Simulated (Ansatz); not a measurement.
## Energy profile

The step: SnH₄S ([SH][SnH3]) + HF → SnH₃F ([F][SnH3]) + H₂S; bonds formed: Sn1–F7, S2–H6; bonds broken: Sn1–S2, H6–F7 (atoms numbered as in the saddle structure below).

```
atom    x (Å)    y (Å)    z (Å)
 Sn1  -0.8151  -0.3173  -0.4279
  S2   1.0209   1.4729   0.5860
  H3  -1.0778   0.7374  -1.7339
  H4  -1.7383  -0.0618   0.9849
  H5  -1.0591  -1.9416  -0.9093
  H6   1.5225   0.0531   0.0591
  F7   1.2642  -0.9917  -0.4111
  H8   0.8828   1.0490   1.8522
```

Electronic energies by CCSD(T) at an estimated basis limit (MP2 extrapolated from triple and quadruple zeta, plus CCSD(T) − MP2 in triple zeta), on PBE0-D4/def2-TZVP structures; SnH$_{5}$SF, closed shell; no counterpoise correction. Program: Ansatz 0.2.0. Basis: def2-TZVPP and def2-QZVPP. Cores are frozen in the correlated methods. Filled d shells of the heavier atoms are correlated. Core potentials replace the inner electrons of the atoms past krypton. The def2 sets are not built for correlating such inner shells, so the correlated values are less sure here. Extrapolation: Hartree–Fock as exp(−7.88 √X), correlation as X^−2.97.

(1) Give the profile in kJ/mol, counted from the separated reactants. (Judge from chemistry; the value comes from the calculation.)

The T1 diagnostic stays at or below 0.014.

Answers

(1) Computed:
| point | kJ/mol |
| --- | --- |
| separated: SnH$_{4}$S (linked as [SH][SnH3]; Sn1, S2, H3, H4, H5, H8; singlet) + HF (H6, F7; singlet) | 0.0 |
| start structure | -25.0 |
| saddle | 77.0 |
| end structure | -7.3 |
| separated: SnH$_{3}$F (linked as [F][SnH3]; Sn1, H3, H4, H5, F7; singlet) + H$_{2}$S (S2, H6, H8; singlet) | 9.1 |

For scale, one of the runs: CCSD(T)/def2-TZVPP, 193 basis functions, launched by `ansatz run in.yaml --threads 4 --pin off --events-out ev --progress --plain --max-ram 9574MiB`. The run took 2.1 min on 4 CPU threads of an AMD EPYC (shared host), with 2.4 GiB of host memory at its peak.
